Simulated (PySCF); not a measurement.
AlCl3, SMILES [Cl][Al+]([Cl])[Cl] (connectivity only; charge and spin as stated), charge +1, multiplicity 2. The structure is a stationary point at PBE0-D3(BJ)/def2-SVP.

Method: PBE0-D3(BJ)/def2-SVP in PySCF.

Harmonic wavenumbers (cm⁻¹): 103, 146, 167, 383, 407, 733. Rotational constants (GHz): 3.626, 1.602, 1.111; symmetry number 2.

Q: Work out the zero-point energy and the ideal-gas rigid-rotor harmonic-oscillator thermochemistry at 298.15 K and 1 atm.

A: ZPE = ½ Σ hcν = ½ × 1939 cm⁻¹ = 2.77 kcal/mol. H − E(el) = 6.85 kcal/mol. Entropy in cal/(mol K): translation 40.58, rotation 26.92, vibration 10.81, spin 1.38, total 79.69. G − E(el) = -16.91 kcal/mol. Cp = 17.41 cal/(mol K). Modes under 150 cm⁻¹ make the vibrational entropy uncertain.
